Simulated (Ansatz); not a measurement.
A short molecular-dynamics run on C$_{2}$H$_{6}$GeOSi, SMILES `O[SiH2]C#[C][GeH3]`.

```yaml
crystal:
  periodic: [false, false, false]
  atoms:
    - {symbol: O, position_ang: [-1.554089, -1.069291, 2.465383]}
    - {symbol: Si, position_ang: [-0.773974, -1.719742, 1.175130]}
    - {symbol: C, position_ang: [-0.020676, -0.423457, 0.129061]}
    - {symbol: C, position_ang: [0.466225, 0.438881, -0.573501]}
    - {symbol: Ge, position_ang: [1.241338, 1.787740, -1.668214]}
    - {symbol: H, position_ang: [-2.200043, -0.382202, 2.296119]}
    - {symbol: H, position_ang: [-1.693282, -2.499827, 0.307930]}
    - {symbol: H, position_ang: [0.281188, -2.591535, 1.732639]}
    - {symbol: H, position_ang: [0.461398, 1.857689, -2.985989]}
    - {symbol: H, position_ang: [2.705178, 1.419406, -1.932814]}
    - {symbol: H, position_ang: [1.152135, 3.125439, -0.925145]}
basis:
  gaussian: {orbitals: "6-31G*"}
hamiltonian: {xc: {name: revPBE}, dispersion: d3bjatm}
md: {timestep: 2 fs, n_steps: 20, ensemble: nvt_langevin, temperature: 500, initial_velocities: maxwell_boltzmann, friction: 0.01, seed: 304}
```

```sh
$ ansatz run in.yaml --threads 4 --pin off --events-out ev --progress --plain --max-ram 10444MiB
```

```json
{"step": "0", "time (fs)": "0.0", "potential energy (eV)": "-68598.7640", "kinetic (eV)": "0.6463", "T (K)": "455", "conserved (eV)": "–"}
{"step": "1", "time (fs)": "2.0", "potential energy (eV)": "-68598.3718", "kinetic (eV)": "0.4520", "T (K)": "318", "conserved (eV)": "–"}
{"step": "2", "time (fs)": "4.0", "potential energy (eV)": "-68598.4360", "kinetic (eV)": "0.5210", "T (K)": "366", "conserved (eV)": "–"}
{"step": "3", "time (fs)": "6.0", "potential energy (eV)": "-68598.3788", "kinetic (eV)": "0.4749", "T (K)": "334", "conserved (eV)": "–"}
{"step": "4", "time (fs)": "8.0", "potential energy (eV)": "-68598.6537", "kinetic (eV)": "0.7081", "T (K)": "498", "conserved (eV)": "–"}
{"step": "5", "time (fs)": "10.0", "potential energy (eV)": "-68598.0176", "kinetic (eV)": "0.4547", "T (K)": "320", "conserved (eV)": "–"}
{"step": "6", "time (fs)": "12.0", "potential energy (eV)": "-68598.2096", "kinetic (eV)": "0.8389", "T (K)": "590", "conserved (eV)": "–"}
{"step": "7", "time (fs)": "14.0", "potential energy (eV)": "-68597.8695", "kinetic (eV)": "0.5344", "T (K)": "376", "conserved (eV)": "–"}
{"step": "8", "time (fs)": "16.0", "potential energy (eV)": "-68598.2863", "kinetic (eV)": "1.0482", "T (K)": "737", "conserved (eV)": "–"}
{"step": "9", "time (fs)": "18.0", "potential energy (eV)": "-68597.8815", "kinetic (eV)": "0.5544", "T (K)": "390", "conserved (eV)": "–"}
{"step": "10", "time (fs)": "20.0", "potential energy (eV)": "-68598.5696", "kinetic (eV)": "0.8796", "T (K)": "619", "conserved (eV)": "–"}
{"step": "11", "time (fs)": "22.0", "potential energy (eV)": "-68598.2117", "kinetic (eV)": "0.5951", "T (K)": "419", "conserved (eV)": "–"}
{"step": "12", "time (fs)": "24.0", "potential energy (eV)": "-68598.2498", "kinetic (eV)": "0.6333", "T (K)": "445", "conserved (eV)": "–"}
{"step": "13", "time (fs)": "26.0", "potential energy (eV)": "-68598.2071", "kinetic (eV)": "0.5491", "T (K)": "386", "conserved (eV)": "–"}
{"step": "14", "time (fs)": "28.0", "potential energy (eV)": "-68598.4708", "kinetic (eV)": "0.6410", "T (K)": "451", "conserved (eV)": "–"}
{"step": "15", "time (fs)": "30.0", "potential energy (eV)": "-68598.4219", "kinetic (eV)": "0.7149", "T (K)": "503", "conserved (eV)": "–"}
{"step": "16", "time (fs)": "32.0", "potential energy (eV)": "-68598.2319", "kinetic (eV)": "0.5750", "T (K)": "404", "conserved (eV)": "–"}
{"step": "17", "time (fs)": "34.0", "potential energy (eV)": "-68598.5094", "kinetic (eV)": "0.6681", "T (K)": "470", "conserved (eV)": "–"}
{"step": "18", "time (fs)": "36.0", "potential energy (eV)": "-68598.3627", "kinetic (eV)": "0.7414", "T (K)": "521", "conserved (eV)": "–"}
{"step": "19", "time (fs)": "38.0", "potential energy (eV)": "-68598.3810", "kinetic (eV)": "0.8690", "T (K)": "611", "conserved (eV)": "–"}
{"step": "20", "time (fs)": "40.0", "potential energy (eV)": "-68598.0140", "kinetic (eV)": "0.4754", "T (K)": "334", "conserved (eV)": "–"}
```

Velocities are drawn at the set temperature; a run this short doesn't reach equilibrium.

Frames (Å, forces in eV/Å):

```xyz
11
time=0.0 fs
O    -1.554   -1.069    2.465    0.043   -0.172    1.202
Si   -0.774   -1.720    1.175    0.297   -0.197   -0.674
C    -0.021   -0.423    0.129   -0.713   -1.380    1.049
C     0.466    0.439   -0.574    0.814    1.463   -1.177
Ge    1.241    1.788   -1.668   -0.081   -0.141    0.112
H    -2.200   -0.382    2.296   -0.533    0.570   -0.214
H    -1.693   -2.500    0.308   -0.156   -0.209   -0.219
H     0.281   -2.592    1.733    0.190   -0.179    0.116
H     0.461    1.858   -2.986   -0.137    0.030   -0.260
H     2.705    1.419   -1.933    0.283   -0.053   -0.061
H     1.152    3.125   -0.925   -0.007    0.268    0.126
11
time=2.0 fs
O    -1.568   -1.062    2.460    3.797   -4.077    1.929
Si   -0.775   -1.714    1.175    1.918    0.116    0.984
C    -0.039   -0.420    0.123   -0.722   -1.458    1.131
C     0.458    0.431   -0.582    0.924    1.699   -1.378
Ge    1.246    1.784   -1.666    0.741    0.151    0.555
H    -2.167   -0.434    2.310   -4.299    4.504   -1.074
H    -1.639   -2.468    0.361   -1.166   -1.175   -1.197
H     0.328   -2.583    1.801   -0.498    0.362   -0.372
H     0.513    1.908   -2.978   -0.378   -0.052   -0.667
H     2.757    1.393   -1.931   -0.445    0.176    0.120
H     1.115    3.165   -0.936    0.128   -0.245   -0.032
11
time=4.0 fs
O    -1.571   -1.063    2.462   -2.584    2.564    0.683
Si   -0.774   -1.709    1.177    1.998   -0.126    1.152
C    -0.061   -0.420    0.119   -0.239   -0.725    0.490
C     0.451    0.427   -0.596    0.504    1.074   -0.867
Ge    1.252    1.781   -1.663    0.902    0.450    0.296
H    -2.294   -0.310    2.280    2.126   -2.204    0.324
H    -1.628   -2.485    0.368   -1.069   -1.196   -1.158
H     0.365   -2.564    1.847   -0.831    0.575   -0.602
H     0.547    1.962   -3.004   -0.242   -0.176   -0.420
H     2.790    1.374   -1.913   -0.784    0.295    0.182
H     1.086    3.190   -0.947    0.219   -0.530   -0.078
11
time=6.0 fs
O    -1.583   -1.060    2.467   -3.141    3.152    0.348
Si   -0.772   -1.703    1.182    0.704   -1.013    0.322
C    -0.082   -0.422    0.114    0.396    0.319   -0.403
C     0.447    0.424   -0.613   -0.139    0.099   -0.044
Ge    1.258    1.778   -1.660    0.649    0.600   -0.411
H    -2.334   -0.279    2.258    2.760   -2.867    0.531
H    -1.657   -2.548    0.334   -0.041   -0.238   -0.169
H     0.367   -2.526    1.856   -0.704    0.448   -0.525
H     0.564    2.005   -3.050    0.069   -0.342    0.170
H     2.801    1.369   -1.881   -0.796    0.310    0.154
H     1.064    3.187   -0.966    0.244   -0.468    0.026
11
time=8.0 fs
O    -1.603   -1.049    2.471   -0.343    0.305    0.518
Si   -0.769   -1.698    1.188   -0.763   -1.409   -0.258
C    -0.102   -0.426    0.111    1.140    1.552   -1.457
C     0.444    0.423   -0.631   -0.937   -1.097    0.979
Ge    1.265    1.775   -1.658    0.311    0.570   -1.071
H    -2.268   -0.368    2.254    0.048   -0.079   -0.050
H    -1.687   -2.615    0.296    0.670    0.529    0.571
H     0.337   -2.470    1.844   -0.076   -0.022   -0.165
H     0.586    2.028   -3.094    0.290   -0.471    0.623
H     2.794    1.377   -1.837   -0.550    0.249    0.081
H     1.041    3.162   -0.987    0.209   -0.129    0.229
11
time=10.0 fs
O    -1.626   -1.039    2.475    6.501   -6.424    2.448
Si   -0.765   -1.695    1.194   -1.952   -1.098   -0.571
C    -0.120   -0.427    0.106    1.542    2.182   -2.004
C     0.440    0.418   -0.647   -1.406   -1.727    1.540
Ge    1.272    1.772   -1.655   -0.204    0.498   -1.390
H    -2.207   -0.462    2.249   -6.670    6.568   -2.412
H    -1.690   -2.654    0.281    0.878    0.809    0.838
H     0.306   -2.419    1.828    0.775   -0.609    0.343
H     0.620    2.041   -3.120    0.357   -0.543    0.790
H     2.767    1.394   -1.782    0.039    0.100   -0.013
H     1.017    3.134   -1.004    0.140    0.244    0.432
11
time=12.0 fs
O    -1.634   -1.045    2.485   -2.879    2.802   -0.972
Si   -0.763   -1.693    1.198   -2.272   -0.569   -0.789
C    -0.133   -0.425    0.095    1.305    1.688   -1.605
C     0.433    0.405   -0.658   -1.128   -1.190    1.119
Ge    1.279    1.770   -1.653   -0.906    0.415   -1.146
H    -2.406   -0.302    2.155    2.896   -2.806    1.112
H    -1.655   -2.654    0.303    0.694    0.639    0.654
H     0.304   -2.402    1.818    1.089   -0.763    0.590
H     0.670    2.036   -3.116    0.251   -0.528    0.585
H     2.734    1.419   -1.726    0.877   -0.103   -0.078
H     0.999    3.120   -1.015    0.073    0.416    0.529
11
time=14.0 fs
O    -1.651   -1.043    2.491   -3.269    3.194   -1.462
Si   -0.763   -1.692    1.198   -1.211   -0.055    0.099
C    -0.138   -0.419    0.081    0.379    0.234   -0.280
C     0.424    0.387   -0.664   -0.149    0.313   -0.154
Ge    1.285    1.768   -1.652   -1.035    0.383   -0.282
H    -2.490   -0.246    2.101    3.519   -3.343    1.440
H    -1.591   -2.628    0.358    0.044   -0.024    0.019
H     0.339   -2.415    1.823    0.515   -0.307    0.322
H     0.732    2.004   -3.084   -0.032   -0.403   -0.068
H     2.733    1.437   -1.680    1.148   -0.158   -0.044
H     0.980    3.130   -1.011    0.092    0.167    0.409
11
time=16.0 fs
O    -1.678   -1.033    2.493   -2.270    2.306   -1.827
Si   -0.765   -1.692    1.198    0.687    0.768    1.796
C    -0.138   -0.411    0.068   -0.779   -1.452    1.306
C     0.415    0.372   -0.672    0.998    1.939   -1.580
Ge    1.291    1.766   -1.650   -0.288    0.297    0.917
H    -2.435   -0.325    2.089    2.713   -2.544    1.404
H    -1.531   -2.593    0.422   -0.992   -1.190   -1.012
H     0.399   -2.442    1.843   -0.410    0.339   -0.169
H     0.797    1.951   -3.047   -0.383   -0.215   -1.028
H     2.773    1.448   -1.635    0.569   -0.028    0.012
H     0.959    3.146   -0.995    0.155   -0.218    0.181
11
time=18.0 fs
O    -1.711   -1.018    2.490    7.417   -6.502    3.076
Si   -0.765   -1.691    1.199    1.581    0.786    2.668
C    -0.138   -0.408    0.059   -1.224   -2.018    1.914
C     0.408    0.365   -0.686    1.371    2.378   -1.974
Ge    1.297    1.765   -1.647    0.503    0.265    1.368
H    -2.271   -0.503    2.117   -6.895    6.290   -4.010
H    -1.514   -2.594    0.446   -1.278   -1.498   -1.254
H     0.446   -2.467    1.859   -0.979    0.729   -0.464
H     0.850    1.890   -3.050   -0.434   -0.121   -1.307
H     2.832    1.464   -1.579   -0.237    0.113   -0.003
H     0.940    3.150   -0.974    0.175   -0.422   -0.015
11
time=20.0 fs
O    -1.726   -1.017    2.497    0.032    0.314   -1.911
Si   -0.762   -1.687    1.204    0.556   -0.413    1.739
C    -0.143   -0.408    0.056   -0.578   -1.073    0.992
C     0.403    0.369   -0.707    0.665    1.261   -0.941
Ge    1.304    1.765   -1.644    0.771    0.348    0.542
H    -2.376   -0.435    1.987    0.577   -0.558    0.939
H    -1.546   -2.657    0.419   -0.281   -0.292   -0.298
H     0.457   -2.465    1.857   -1.021    0.772   -0.451
H     0.886    1.837   -3.111   -0.107   -0.094   -0.364
H     2.880    1.488   -1.514   -0.754    0.161   -0.091
H     0.929    3.139   -0.953    0.140   -0.425   -0.155
11
time=22.0 fs
O    -1.740   -1.012    2.501   -1.727    1.816   -3.432
Si   -0.760   -1.682    1.209   -0.814   -1.113    0.768
C    -0.151   -0.409    0.057    0.472    0.510   -0.594
C     0.399    0.380   -0.732   -0.493   -0.512    0.728
Ge    1.312    1.766   -1.640    0.797    0.323   -0.560
H    -2.465   -0.386    1.899    2.481   -2.171    2.401
H    -1.582   -2.735    0.379    0.505    0.743    0.493
H     0.436   -2.431    1.827   -0.587    0.490   -0.137
H     0.918    1.794   -3.187    0.176   -0.028    0.662
H     2.895    1.519   -1.451   -0.834    0.111   -0.174
H     0.928    3.113   -0.941    0.025   -0.169   -0.154
11
time=24.0 fs
O    -1.758   -1.001    2.498   -1.043    1.180   -3.161
Si   -0.757   -1.676    1.215   -2.015   -0.931    0.061
C    -0.159   -0.408    0.059    1.172    1.622   -1.717
C     0.396    0.389   -0.751   -1.303   -1.782    1.941
Ge    1.320    1.767   -1.635    0.667    0.118   -1.286
H    -2.452   -0.421    1.907    1.871   -1.596    2.026
H    -1.584   -2.782    0.359    0.715    1.137    0.779
H     0.395   -2.385    1.783    0.344   -0.082    0.431
H     0.959    1.751   -3.234    0.270    0.071    1.158
H     2.877    1.563   -1.396   -0.518   -0.014   -0.195
H     0.931    3.079   -0.938   -0.159    0.275   -0.037
11
time=26.0 fs
O    -1.779   -0.987    2.486    4.311   -3.200    0.959
Si   -0.757   -1.672    1.224   -2.689   -0.276   -0.450
C    -0.164   -0.401    0.055    1.069    1.482   -1.562
C     0.391    0.391   -0.759   -1.221   -1.721    1.926
Ge    1.329    1.770   -1.631    0.177   -0.068   -1.337
H    -2.364   -0.511    1.992   -3.471    2.771   -2.181
H    -1.553   -2.780    0.365    0.575    1.074    0.751
H     0.365   -2.354    1.756    1.209   -0.575    0.932
H     1.010    1.708   -3.227    0.226    0.159    1.066
H     2.840    1.623   -1.342    0.133   -0.184   -0.127
H     0.929    3.063   -0.940   -0.319    0.538    0.023
11
time=28.0 fs
O    -1.786   -0.984    2.475    2.902   -2.048    0.067
Si   -0.761   -1.669    1.231   -2.040    0.320   -0.450
C    -0.168   -0.389    0.044    0.231    0.132   -0.208
C     0.383    0.384   -0.758   -0.280   -0.370    0.723
Ge    1.338    1.773   -1.627   -0.405   -0.151   -0.646
H    -2.411   -0.493    1.990   -2.052    1.591   -1.097
H    -1.506   -2.740    0.397    0.170    0.564    0.382
H     0.375   -2.350    1.764    1.020   -0.409    0.883
H     1.063    1.668   -3.172    0.095    0.195    0.381
H     2.808    1.685   -1.292    0.745   -0.305   -0.001
H     0.922    3.076   -0.955   -0.388    0.481   -0.036
11
time=30.0 fs
O    -1.785   -0.987    2.464   -1.396    1.192   -2.241
Si   -0.769   -1.666    1.238   -0.147    0.879    0.283
C    -0.173   -0.376    0.033   -0.908   -1.644    1.567
C     0.377    0.374   -0.752    1.001    1.451   -0.939
Ge    1.346    1.776   -1.621   -0.415   -0.168    0.567
H    -2.535   -0.424    1.943    2.158   -1.607    1.607
H    -1.460   -2.685    0.450   -0.504   -0.468   -0.397
H     0.426   -2.361    1.811   -0.069    0.252    0.340
H     1.116    1.628   -3.103   -0.058    0.135   -0.713
H     2.810    1.732   -1.243    0.708   -0.320    0.034
H     0.901    3.102   -0.992   -0.370    0.299   -0.106
11
time=32.0 fs
O    -1.788   -0.987    2.449   -1.889    1.487   -1.867
Si   -0.776   -1.663    1.244    1.441    1.273    1.002
C    -0.181   -0.368    0.028   -1.564   -2.638    2.574
C     0.376    0.365   -0.748    1.773    2.514   -1.882
Ge    1.355    1.780   -1.615   -0.100    0.012    1.551
H    -2.567   -0.418    1.956    2.466   -1.783    1.558
H    -1.439   -2.649    0.484   -0.984   -1.323   -1.003
H     0.480   -2.366    1.882   -0.990    0.727   -0.208
H     1.161    1.594   -3.061   -0.108    0.033   -1.474
H     2.837    1.767   -1.191    0.199   -0.284   -0.058
H     0.863    3.135   -1.039   -0.245   -0.017   -0.193
11
time=34.0 fs
O    -1.795   -0.984    2.431    1.205   -0.781    0.280
Si   -0.781   -1.658    1.252    1.435    0.415    0.686
C    -0.194   -0.369    0.032   -0.980   -1.895    1.796
C     0.381    0.363   -0.748    1.269    1.848   -1.128
Ge    1.365    1.784   -1.607    0.022    0.169    1.334
H    -2.495   -0.476    2.025   -0.874    0.650   -0.408
H    -1.467   -2.669    0.474   -0.489   -0.747   -0.508
H     0.492   -2.345    1.956   -1.291    0.815   -0.530
H     1.195    1.564   -3.068   -0.016    0.039   -1.161
H     2.864    1.789   -1.155   -0.195   -0.236   -0.134
H     0.812    3.160   -1.091   -0.085   -0.276   -0.227
11
time=36.0 fs
O    -1.796   -0.981    2.414    5.018   -3.530    2.669
Si   -0.783   -1.653    1.261    0.638   -0.760   -0.188
C    -0.207   -0.377    0.042    0.370   -0.168   -0.015
C     0.393    0.368   -0.750   -0.028    0.194    0.568
Ge    1.375    1.787   -1.600    0.050    0.162    0.319
H    -2.450   -0.510    2.063   -5.031    3.622   -2.525
H    -1.517   -2.722    0.443    0.302    0.280    0.299
H     0.451   -2.293    2.015   -1.041    0.604   -0.581
H     1.224    1.538   -3.113    0.116    0.148   -0.185
H     2.886    1.801   -1.130   -0.439   -0.179   -0.177
H     0.762    3.170   -1.151    0.044   -0.370   -0.185
11
time=38.0 fs
O    -1.783   -0.989    2.403   -3.173    2.367   -0.327
Si   -0.786   -1.647    1.270   -0.245   -1.289   -1.442
C    -0.218   -0.385    0.052    1.501    1.196   -1.477
C     0.406    0.376   -0.747   -1.084   -1.110    1.825
Ge    1.386    1.791   -1.593    0.104   -0.025   -0.622
H    -2.592   -0.401    1.994    2.615   -1.920    1.225
H    -1.563   -2.765    0.425    0.795    0.822    0.686
H     0.372   -2.218    2.058   -0.227    0.111   -0.263
H     1.261    1.523   -3.170    0.192    0.243    0.699
H     2.900    1.805   -1.103   -0.567   -0.118   -0.207
H     0.723    3.163   -1.209    0.089   -0.275   -0.096
11
time=40.0 fs
O    -1.777   -0.990    2.392   -4.489    3.332   -0.133
Si   -0.791   -1.643    1.277   -1.062   -1.145   -2.495
C    -0.224   -0.386    0.058    1.853    1.559   -1.891
C     0.414    0.380   -0.735   -1.365   -1.410    2.038
Ge    1.397    1.794   -1.588    0.037   -0.459   -1.154
H    -2.628   -0.364    1.970    3.366   -2.520    1.547
H    -1.582   -2.782    0.442    0.942    0.913    0.697
H     0.287   -2.138    2.090    0.955   -0.519    0.382
H     1.304    1.524   -3.200    0.180    0.232    1.083
H     2.894    1.795   -1.091   -0.414   -0.045   -0.130
H     0.699    3.138   -1.269   -0.003    0.062    0.058
```

Hardware: 4 threads of an Intel Xeon on a shared host. Wall time 20 s, peak host memory 0.19 GiB.
